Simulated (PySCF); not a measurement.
## Configurations of LaI

Unrestricted PBE0; PySCF, scalar-relativistic core potentials, basis sets La def2-TZVPP with ECP46, I def2-TZVPP with ECP28. The search starts from ions with several 4f fillings and holds each by maximum overlap.

The lowest solution of each spin and filling, followed along the bond (rough minima from three points):

| 2Ms+1 | 4f population | ⟨S²⟩ at the start | R at minimum (Å) | Te (eV) |
| --- | --- | --- | --- | --- |
| 3 | 0.05 | 2.00 | 2.96 | 0.00 |
| 1 | 0.05 | 0.83 | 2.94 | 0.01 |

Solutions at the starting distance of 2.905 Å, counted from the lowest; the search is not exhaustive:

```json
{"2Ms+1": "1", "4f population": "0.05", "E (eV)": "0.00", "⟨S²⟩": "0.83", "⟨Lz²⟩": "2.4", "μ (D)": "-4.74"}
{"2Ms+1": "3", "4f population": "0.05", "E (eV)": "0.00", "⟨S²⟩": "2.00", "⟨Lz²⟩": "4.0", "μ (D)": "-5.15"}
{"2Ms+1": "1", "4f population": "0.05", "E (eV)": "0.27", "⟨S²⟩": "0.00", "⟨Lz²⟩": "0.0", "μ (D)": "-3.70"}
{"2Ms+1": "3", "4f population": "0.06", "E (eV)": "0.41", "⟨S²⟩": "2.00", "⟨Lz²⟩": "1.3", "μ (D)": "-4.28"}
{"2Ms+1": "1", "4f population": "0.05", "E (eV)": "0.48", "⟨S²⟩": "1.00", "⟨Lz²⟩": "4.0", "μ (D)": "-3.89"}
{"2Ms+1": "1", "4f population": "0.06", "E (eV)": "0.54", "⟨S²⟩": "1.00", "⟨Lz²⟩": "1.8", "μ (D)": "-4.98"}
```

Partly filled real f orbitals mix terms, so no term symbols are given. A positive dipole means La(−)I(+).

Spin–orbit coupling is left out. Counting both spins, an empty level lies below a filled one in some of these solutions, because spin and occupation are held. With d or f electrons several states lie close, and the lowest PBE0 determinant need not be the measured ground state.
